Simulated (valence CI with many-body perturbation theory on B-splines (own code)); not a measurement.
E1 line list for Au⁶⁴⁺

Level of theory: configuration interaction combined with many-body perturbation theory (CI+MBPT): five valence electrons over a frozen Dirac-Fock core [Ne], a basis of 11 s, 11 p, 10 d, 8 f, 5 g, 2 h functions for each j, with the one-electron correlation potential Σ1, the two-electron term Σ2, the three-electron term Σ3, Breit, model QED; selected CI, second order for the rest, scaled by the run's own slope (own B-spline code, finite nucleus).

No measured spectrum was set against this ion. As an estimate, large intervals hold to a few tenths of a per cent, small ones and those within an open d or f shell to about a per cent. Among the levels kept, up to 3200 cm⁻¹ of a level comes from second order outside the variational space, and about a tenth of that is noise between levels of different J, which matters for small intervals.

Lines 101 to 150 of 575 in falling wavelength, among levels below 1701.7 eV, chosen from the strongest by gf and those to the six lowest levels. Wavelengths and rates use the calculated energies. Electric multipoles are in the length gauge, E1 and E2 with the static RPA response of the core. Weak lines are less certain than strong ones. Lines between different terms over intervals too small for the method are left out, as are lines whose strength nearly cancels. The highest levels of a list are the least certain.

Levels are named by their leading jj configuration (3d3/2^4 stands for four electrons in 3d with j = 3/2), which in mixed levels can hold well under half, so a name can repeat and another be missing. Letters in brackets count levels of one name in rising energy.

```csv
λ vac (Å),Upper,Lower,A (s⁻¹),S (a.u.) with core polarisation,S without
37.88,(3s^2 3p3/2 3d5/2^2) J=5/2,(3s^2 3p3/2^2 3d5/2) J=5/2 [b],3.94e+10,6.34e-03,6.42e-03
37.22,(3s^2 3p3/2 3d5/2^2) J=5/2,(3s^2 3p3/2^2 3d5/2) J=3/2,1.18e+11,1.79e-02,1.82e-02
36.86,(3s 3p1/2^2 3d3/2 3d5/2) J=7/2 [b],(3s^2 3p1/2 3d3/2^2) J=5/2,4.38e+10,8.66e-03,8.76e-03
36.24,(3s^2 3p1/2 3p3/2 3d5/2) J=3/2 [a],(3s^2 3p1/2 3p3/2^2) J=1/2,2.66e+09,2.50e-04,2.53e-04
35.98,(3s^2 3p1/2 3p3/2 3d5/2) J=7/2 [a],(3s^2 3p1/2 3p3/2^2) J=5/2,1.39e+09,2.55e-04,2.58e-04
35.45,(3s 3p1/2^2 3d5/2^2) J=5/2,(3s 3p1/2^2 3p3/2 3d5/2) J=3/2 [b],8.56e+10,1.13e-02,1.14e-02
35.15,(3s 3p1/2^2 3d5/2^2) J=9/2,(3s 3p1/2^2 3p3/2 3d5/2) J=7/2 [b],8.75e+10,1.88e-02,1.90e-02
34.87,(3s 3p1/2^2 3p3/2 3d5/2) J=3/2 [a],(3s 3p1/2^2 3p3/2^2) J=3/2,1.00e+11,8.40e-03,8.50e-03
34.83,(3s^2 3p1/2 3d5/2^2) J=3/2,(3s^2 3p1/2 3p3/2 3d5/2) J=1/2,1.85e+11,1.54e-02,1.56e-02
34.58,(3s 3p1/2^2 3d5/2^2) J=7/2,(3s 3p1/2^2 3p3/2 3d5/2) J=5/2 [b],3.98e+11,6.50e-02,6.58e-02
34.55,(3s^2 3p1/2 3p3/2 3d5/2) J=3/2 [a],(3s^2 3p1/2 3p3/2^2) J=5/2,2.97e+10,2.42e-03,2.45e-03
34.38,(3s^2 3p1/2 3d5/2^2) J=9/2,(3s^2 3p1/2 3p3/2 3d5/2) J=7/2 [b],4.73e+11,9.49e-02,9.60e-02
34.38,(3s^2 3p1/2 3d5/2^2) J=7/2,(3s^2 3p1/2 3p3/2 3d5/2) J=5/2 [b],5.55e+11,8.91e-02,9.01e-02
34.33,(3s^2 3p1/2 3d5/2^2) J=5/2,(3s^2 3p1/2 3p3/2 3d5/2) J=3/2 [b],1.92e+11,2.30e-02,2.33e-02
34.20,(3s 3p1/2^2 3d3/2 3d5/2) J=3/2 [b],(3s 3p1/2^2 3p3/2 3d3/2) J=1/2 [b],9.48e+10,7.48e-03,7.57e-03
34.19,(3s^2 3p1/2 3p3/2 3d5/2) J=5/2 [a],(3s^2 3p1/2 3p3/2^2) J=5/2,1.42e+11,1.69e-02,1.70e-02
34.17,(3s 3p1/2^2 3d5/2^2) J=3/2,(3s 3p1/2^2 3p3/2 3d5/2) J=3/2 [b],1.39e+11,1.09e-02,1.11e-02
34.13,(3s 3p1/2 3p3/2^2 3d5/2) J=7/2 [b],(3s 3p1/2 3p3/2^3) J=5/2,4.83e+10,7.59e-03,7.67e-03
34.01,(3s^2 3p3/2 3d3/2 3d5/2) J=3/2 [a],(3s^2 3p3/2^2 3d3/2) J=1/2,9.54e+10,7.40e-03,7.49e-03
34.00,(3s^2 3p1/2 3d3/2 3d5/2) J=7/2 [a],(3s^2 3p1/2 3p3/2 3d3/2) J=7/2,7.73e+10,1.20e-02,1.21e-02
33.95,(3s 3p1/2^2 3d5/2^2) J=3/2,(3s 3p1/2^2 3p3/2 3d5/2) J=5/2 [b],8.58e+10,6.63e-03,6.70e-03
33.88,(3s^2 3p3/2 3d3/2 3d5/2) J=5/2 [b],(3s^2 3p3/2^2 3d3/2) J=3/2 [a],1.02e+11,1.18e-02,1.19e-02
33.82,(3s^2 3p3/2 3d3/2 3d5/2) J=3/2 [a],(3s^2 3p3/2^2 3d3/2) J=3/2 [a],9.33e+10,7.12e-03,7.20e-03
33.73,(3s 3p1/2^2 3d3/2 3d5/2) J=7/2 [b],(3s 3p1/2^2 3p3/2 3d3/2) J=5/2 [b],2.18e+11,3.31e-02,3.35e-02
33.62,(3s 3p1/2^2 3d3/2 3d5/2) J=1/2,(3s 3p1/2^2 3p3/2 3d3/2) J=1/2 [b],2.22e+11,8.31e-03,8.41e-03
33.58,(3s^2 3p3/2 3d5/2^2) J=11/2,(3s^2 3p3/2^2 3d5/2) J=9/2,2.92e+11,6.55e-02,6.63e-02
33.55,(3s^2 3p1/2 3d3/2 3d5/2) J=5/2 [b],(3s^2 3p1/2 3p3/2 3d3/2) J=3/2 [b],3.09e+11,3.45e-02,3.49e-02
33.52,(3s 3p1/2^2 3d5/2^2) J=3/2,(3s 3p1/2^2 3p3/2 3d5/2) J=1/2,1.79e+11,1.33e-02,1.35e-02
33.46,(3s^2 3p1/2 3d5/2^2) J=5/2,(3s^2 3p1/2 3p3/2 3d5/2) J=7/2 [b],1.15e+11,1.28e-02,1.29e-02
33.43,(3s 3p1/2^2 3d5/2^2) J=9/2,(3s 3p1/2^2 3p3/2 3d5/2) J=7/2 [a],3.36e+11,6.19e-02,6.26e-02
33.42,(3s 3p1/2^2 3d3/2 3d5/2) J=5/2 [b],(3s 3p1/2^2 3p3/2 3d3/2) J=3/2 [b],1.70e+11,1.88e-02,1.90e-02
33.42,(3s 3p1/2 3p3/2^2 3d5/2) J=3/2 [c],(3s 3p1/2 3p3/2^3) J=1/2,8.76e+10,6.46e-03,6.53e-03
33.40,(3s^2 3p3/2 3d3/2^2) J=3/2 [b],(3s 3p1/2 3p3/2^3) J=5/2,8.67e+10,6.38e-03,6.46e-03
33.40,(3s^2 3p3/2 3d3/2 3d5/2) J=5/2 [b],(3s^2 3p3/2^2 3d3/2) J=5/2,1.16e+11,1.28e-02,1.29e-02
33.38,(3s^2 3p1/2 3p3/2 3d5/2) J=3/2 [a],(3s^2 3p1/2 3p3/2^2) J=3/2,2.29e+11,1.68e-02,1.70e-02
33.20,(3s^2 3p3/2 3d3/2 3d5/2) J=5/2 [b],(3s^2 3p3/2^2 3d3/2) J=7/2,6.01e+10,6.51e-03,6.59e-03
33.20,(3s^2 3p3/2 3d3/2 3d5/2) J=7/2 [b],(3s^2 3p3/2^2 3d3/2) J=7/2,2.53e+11,3.66e-02,3.70e-02
33.18,(3s 3p1/2^2 3d5/2^2) J=7/2,(3s 3p1/2^2 3p3/2 3d5/2) J=7/2 [b],1.67e+11,2.41e-02,2.44e-02
33.09,(3s 3p1/2 3p3/2^2 3d5/2) J=5/2 [a],(3s 3p1/2 3p3/2^3) J=3/2 [a],8.19e+10,8.79e-03,8.89e-03
33.08,(3s^2 3p1/2^2 3d5/2) J=5/2,(3s^2 3p1/2^2 3p3/2) J=3/2,3.41e+11,3.65e-02,3.69e-02
33.08,(3s 3p1/2^2 3p3/2 3d5/2) J=5/2 [a],(3s 3p1/2^2 3p3/2^2) J=5/2,2.46e+11,2.64e-02,2.67e-02
33.06,(3s 3p1/2 3p3/2^2 3d5/2) J=3/2 [b],(3s 3p1/2 3p3/2^3) J=5/2,1.16e+11,8.30e-03,8.40e-03
33.05,(3s^2 3p1/2 3p3/2 3d5/2) J=5/2 [a],(3s^2 3p1/2 3p3/2^2) J=3/2,8.42e+10,9.00e-03,9.10e-03
32.90,(3s 3p1/2^2 3p3/2 3d5/2) J=1/2,(3s 3p1/2^2 3p3/2^2) J=1/2,3.97e+11,1.40e-02,1.41e-02
32.83,(3s 3p1/2 3p3/2^2 3d5/2) J=1/2 [c],(3s 3p1/2 3p3/2^3) J=3/2 [b],2.56e+11,8.96e-03,9.06e-03
32.80,(3s^2 3p1/2 3d3/2 3d5/2) J=7/2 [a],(3s^2 3p1/2 3p3/2 3d3/2) J=5/2 [a],3.01e+11,4.19e-02,4.24e-02
32.80,(3s^2 3p1/2 3p3/2 3d5/2) J=3/2 [b],(3s^2 3p1/2 3p3/2^2) J=1/2,3.64e+11,2.54e-02,2.57e-02
32.80,(3s 3p1/2 3p3/2^2 3d5/2) J=5/2 [c],(3s 3p1/2 3p3/2^3) J=5/2,6.52e+10,6.81e-03,6.89e-03
32.79,(3s^2 3p1/2 3d3/2 3d5/2) J=5/2 [a],(3s^2 3p1/2 3p3/2 3d3/2) J=3/2 [a],2.30e+11,2.41e-02,2.43e-02
32.75,(3s^2 3p3/2 3d3/2 3d5/2) J=3/2 [b],(3s^2 3p3/2^2 3d3/2) J=3/2 [b],4.34e+11,3.01e-02,3.04e-02
```
